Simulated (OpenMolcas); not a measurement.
V2+ (d3) in a complex was computed by CASSCF with the d shell active (OpenMolcas, ANO-RCC-VDZP on the metal). Its lowest spin-free states, and all those of the highest spin:

```
2S+1  Degeneracy  E (cm-1)
   4           3       0.0
   4           3      2467
   4           1      5349
   2           2     13012
   2           3     14698
   2           3     14731
   4           3     15405
   2           1     15801
   2           3     18736
   2           3     19742
   2           3     19792
   2           2     20576
```

Is the site octahedral, tetrahedral or cube-like, axial, or of lower symmetry?

The states with 2S+1 = 4 have orbital degeneracies 3, 3, 1, 3. Threefold states need a cubic site. For d3 at this spin an octahedron puts the single A2 below the threefold T2 and a tetrahedron or cube puts the threefold T1 below the threefold T2, so the site is a tetrahedron or a cube, which this pattern cannot tell apart. The run had V2+ with 4 ligands (chloride) in tetrahedral coordination (Td) at 2.42 Å. A charge of +0.5 e stands 2.8 Å behind each ligand. Ligand basis ANO-RCC-VDZP.

An orbital triplet at a regular site is open to Jahn-Teller coupling, which can distort the site and quench the lowest spin-orbit gaps and is left out. Without dynamic correlation the repulsion within the d shell is too large (B by tens of per cent), so at a given field states of lower spin stand too high. Ligand-to-metal charge-transfer states are missing. With no ligand orbital active B as a rule stays too high, so bands that hang on it stand too high and its fall with covalency is understated. With metal d orbitals alone and no dynamic correlation the field as a rule comes out too small, by tens of per cent, by up to half for chloride and softer ligands. No measured value stands beside these numbers; the geometry was imposed, not optimised, and the real ion may take another.
